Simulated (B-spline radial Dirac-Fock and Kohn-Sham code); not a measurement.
# Magnetic form factor of the 4d shell of I¹⁵⁺

System: iodine as I¹⁵⁺ in the configuration 1s2 2s2 2p6 3s2 3p6 3d10 4s2 4p6 4d2.

Calculated with a radial atomic solver, using Dirac-Fock densities. ⟨j_K⟩ is the integral of the 4d radial density with the spherical Bessel function j_K(4πsr), s = sin θ/λ.

```
s (Å⁻¹)     ⟨j0⟩     ⟨j2⟩    ⟨j4⟩
      0   1.0000   0.0000  0.0000
   0.05   0.9876   0.0050  0.0000
    0.1   0.9511   0.0194  0.0001
   0.15   0.8929   0.0419  0.0007
    0.2   0.8168   0.0705  0.0020
   0.25   0.7274   0.1025  0.0047
    0.3   0.6297   0.1354  0.0090
   0.35   0.5289   0.1664  0.0153
    0.4   0.4298   0.1934  0.0236
   0.45   0.3365   0.2145  0.0338
    0.5   0.2520   0.2288  0.0456
    0.6   0.1173   0.2353  0.0716
    0.7   0.0315   0.2159  0.0965
    0.8  -0.0112   0.1789  0.1155
    0.9  -0.0224   0.1345  0.1256
      1  -0.0146   0.0910  0.1261
    1.1   0.0017   0.0541  0.1182
    1.2   0.0191   0.0263  0.1043
    1.4   0.0435  -0.0025  0.0688
    1.6   0.0495  -0.0062  0.0361
```

Radial moments of the shell: ⟨r²⟩ = 0.6788, ⟨r⁴⟩ = 0.6871, ⟨r⁶⟩ = 0.9505 in powers of bohr.
